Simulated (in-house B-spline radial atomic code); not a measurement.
## Removing the outer electron along the 30-electron series: Cu⁻ to Br⁵⁺

All numbers come from an all-electron radial atomic-structure program (B-spline basis), all electrons, at the radial basis limit: mean fields, RPA and GW scalar-relativistic (one-electron X2C; non-relativistic for the lightest neutral atoms and singly charged ions), without spin-orbit coupling, Breit or QED terms, open shells spin-polarised at highest spin; Brueckner, CI + MBPT and self-energy runs four-component with Breit and QED terms. References are NIST's ionisation energies and tabulated electron affinities.

Columns: (a) minus the highest CAM-B3LYP level; (b) minus the highest LC-wPBE level; (c) Hartree-Fock, difference of total energies; (d) G0W0 on Hartree-Fock; (e) MP2, difference of total energies. Each gives computed minus reference, in eV; a star marks a semi-empirical reference. Species are left out where the tabulated value is theory, is uncertain by more than 0.12 eV, or (13 ions, such as In⁴⁺, Te⁴⁺ and Bi⁴⁺) lies off its series for all methods alike, which flatters the means a little.

```json
{"species": "Cu⁻", "configuration": "[Ar] 3d10 4s2", "reference (eV)": "1.24", "(a)": "-0.78", "(b)": "+0.03", "(c)": "-1.22", "(d)": "-0.11", "(e)": "-0.27"}
{"species": "Zn", "configuration": "[Ar] 3d10 4s2", "reference (eV)": "9.39", "(a)": "-1.37", "(b)": "-0.30", "(c)": "-1.62", "(d)": "-0.14", "(e)": "-0.05"}
{"species": "Ga⁺", "configuration": "[Ar] 3d10 4s2", "reference (eV)": "20.52", "(a)": "-1.76", "(b)": "-0.56", "(c)": "-1.77", "(d)": "-0.06", "(e)": "0.00"}
{"species": "Ge²⁺", "configuration": "[Ar] 3d10 4s2", "reference (eV)": "34.06", "(a)": "-2.11", "(b)": "-0.81", "(c)": "-1.86", "(d)": "+0.02", "(e)": "+0.02"}
{"species": "Br⁵⁺", "configuration": "[Ar] 3d10 4s2", "reference (eV)": "87.39 ± 0.03", "(a)": "-3.09", "(b)": "-1.62", "(c)": "-2.08", "(d)": "+0.19", "(e)": "+0.05"}
```

Question: How do the methods rank over these species?

Answer: Mean absolute differences: MP2, difference of total energies 0.08 eV; G0W0 on Hartree-Fock 0.10 eV; minus the highest LC-wPBE level 0.66 eV; Hartree-Fock, difference of total energies 1.71 eV; minus the highest CAM-B3LYP level 1.82 eV. One-signed throughout: minus the highest CAM-B3LYP level (too low), Hartree-Fock, difference of total energies (too low). Hartree-Fock differences come too low by the correlation energy of the removed electron.
